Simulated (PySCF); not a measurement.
Match the calculated data to a structure.

All candidates are C5H6OS.

| technique | computed result |
| --- | --- |
| Rotational structure | rotational constants A, B, C: 5.891, 1.507, 1.209 GHz [GFN2-xTB] |
| Triplet | lowest triplet excitation (Tamm–Dancoff): 3.90 eV [TDA CAM-B3LYP/def2-SVPD] |
| UV, strongest line | among the 8 lowest singlet transitions: S6 at 6.71 eV (185 nm, f = 0.282) [TDDFT CAM-B3LYP/def2-SVPD] |
| 1H NMR | chemical shifts (computed TMS as zero) by class: 7.50 (1 H), 6.89 (1 H), 6.53 (1 H), 2.35 (3 H) ppm [GIAO PBE0/pcSseg-1] |
| NMR, other nuclei | isotropic shieldings of nuclei other than C and H, by class: 38 (1 O), 539 (1 S) ppm [GIAO PBE0/pcSseg-1] |
| Polarisability | 79.5 au [CAM-B3LYP/def2-SVPD] |
| 13C NMR | chemical shifts (computed TMS as zero) by class: 148.6 (1 C), 137.5 (1 C), 132.2 (1 C), 116.3 (1 C), 19.3 (1 C) ppm [GIAO PBE0/pcSseg-1] |

Electronic properties: PySCF, gas phase, density fitting. Levels stand in brackets. Geometry: GFN2-xTB, one conformer, isolated molecule. NMR values are class means; diastereotopic atoms form classes of their own.

Task: Which candidate is it?
A. `O=CC1=CCCS1`
B. `C#CC(=C)[S@@](C)=O`
C. `CSc1ccoc1`

Result: C. It is `CSc1ccoc1`. Numbering: `[CH3:1][S:2][c:3]1[cH:4][cH:5][o:6][cH:7]1`. Its formula, C5H6OS, gives 3 degrees of unsaturation: 1 ring and 2 π bonds in the structure found (Kekulé form). 5 carbons fall into 5 classes; from least to most shielded: aromatic CH next to a ring oxygen [C5] (148.6 ppm), aromatic CH next to a ring oxygen [C7] (137.5 ppm), substituted aromatic carbon [C3] (132.2 ppm), aromatic CH carbon [C4] (116.3 ppm), S-methyl carbon [C1] (19.3 ppm). Hydrogen classes from least to most shielded: 1 H on an aromatic CH next to a ring oxygen, C5 (7.50 ppm), 1 H on an aromatic CH next to a ring oxygen, C7 (6.89 ppm), 1 H on an aromatic CH carbon, C4 (6.53 ppm), 3 H on an S-methyl carbon, C1 (2.35 ppm). The other shieldings belong to: 38 ppm, furan-type oxygen [O6]; 539 ppm, sulfide sulfur [S2]. The optimised geometry has point group Cs and is an asymmetric top.

The others, at the same levels:
- `O=CC1=CCCS1` fails: its computed 13C shifts are 187.8 (1 C), 150.2 (1 C), 136.5 (1 C), 39.7 (1 C), 35.8 (1 C) ppm, 1H shifts are 9.60 (1 H), 6.59 (1 H), 3.44 (2 H), 3.20 (2 H) ppm and rotational constant A is 4.443 GHz (against 5.891 GHz).
- `C#CC(=C)[S@@](C)=O` fails: its computed 13C shifts are 151.8 (1 C), 133.2 (1 C), 99.7 (1 C), 81.6 (1 C), 48.9 (1 C) ppm, 1H shifts are 6.76 (1 H), 6.76 (1 H), 3.43 (1 H), 2.51 (3 H) ppm and rotational constant A is 3.641 GHz (against 5.891 GHz).

Each candidate is one conformer, not necessarily the lowest. Dipoles, sizes and rotational constants follow the conformer. The torsions of the flexible species, by atom-mapped SMILES:
- `[CH3:1][S:2][c:3]1[cH:4][cH:5][o:6][cH:7]1`: C1–S2–C3–C4 180°
- `[O:1]=[CH:2][C:3]1=[CH:4][CH2:5][CH2:6][S:7]1`: O1–C2–C3–C4 2°
- `[CH:1]#[C:2][C:3](=[CH2:4])[S@@:5]([CH3:6])=[O:7]`: C2–C3–S5–C6 70°
